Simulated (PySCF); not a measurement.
Bond curve of LiAs⁺

Set-up: Li pcseg-1, As pcseg-1; no relativity (PySCF 2.14). Energies in eV from Li⁺ + As in their ground configurations at the same level. All curves are PBE0. state 1: ⁴Σ⁻ (quartet), unpaired electrons σ ↑, π ↑↑; state 2: Ms = 0.5 determinant of mixed spin (⟨S²⟩ near 1.8), unpaired electrons σ ↓, π ↑↑, a second solution, started from another occupation; state 3: Ms = 0.5 determinant of mixed spin (⟨S²⟩ near 1.8), unpaired electrons σ ↑, π ↑↓, a mixture of terms (⟨Lz²⟩ = 2.0), a second solution, started from another occupation; state 4: ²Π (doublet), unpaired electrons π ↑, a second solution, started from another occupation.

| R (Å) | state 1 | state 2 | state 3 | state 4 |
| --- | --- | --- | --- | --- |
| 2.405 | -0.2771 | 0.4370 | 0.4519 | 0.7015 |
| 2.517 | -0.3535 | 0.3485 | 0.3702 | 0.6143 |
| 2.629 | -0.3944 | 0.2976 | 0.3249 | 0.5790 |
| 2.713 | -0.4083 | 0.2776 | 0.3082 | 0.5772 |
| 2.797 | -0.4116 | 0.2694 | 0.3026 | 0.5911 |
| 2.881 | -0.4072 | 0.2701 | 0.3053 | 0.6166 |
| 2.993 | -0.3925 | 0.2812 | 0.3182 | 0.6636 |
| 3.133 | -0.3656 | 0.3061 | 0.3440 | 0.7355 |
| 3.300 | -0.3268 | 0.3449 | 0.3825 | 0.8314 |
| 3.524 | -0.2731 | 0.4017 | 0.4371 | 0.9621 |

Problem. Put a parabola through the three lowest points of the state 1 curve and estimate Re, k and ωe (reduced mass 6.415 u; 1 eV/Å² = 0.16022 mdyn/Å; ωe = 1302.8·√(k/μ) cm⁻¹).

Solution. Through R = 2.713, 2.797, 2.881 Å the second-order coefficient is 0.546 eV/Å², so Re ≈ 2.791 Å, k ≈ 0.175 mdyn/Å and ωe ≈ 215 cm⁻¹. A polynomial fit of higher order to the unrounded PBE0 energies gives Re = 2.787 Å, k = 0.184 mdyn/Å, ωe = 221 cm⁻¹; anharmonicity and rounding make the difference.

The higher-order fit for each curve: state 1: Re = 2.787 Å, ωe = 221 cm⁻¹, De = 0.412 eV; state 2: Re = 2.831 Å, ωe = 219 cm⁻¹, minimum 0.269 eV above the ground-state fragments; state 3: Re = 2.808 Å, ωe = 219 cm⁻¹, minimum 0.303 eV above the ground-state fragments; state 4: Re = 2.679 Å, ωe = 324 cm⁻¹, minimum 0.58 eV above the ground-state fragments.

Spin–orbit coupling is left out. For an ion De counts to the pair picked by the measured ionisation energies or electron affinities, which need not be the lowest pair at this level. The state was picked by a PBE0 search and need not be the measured ground state.
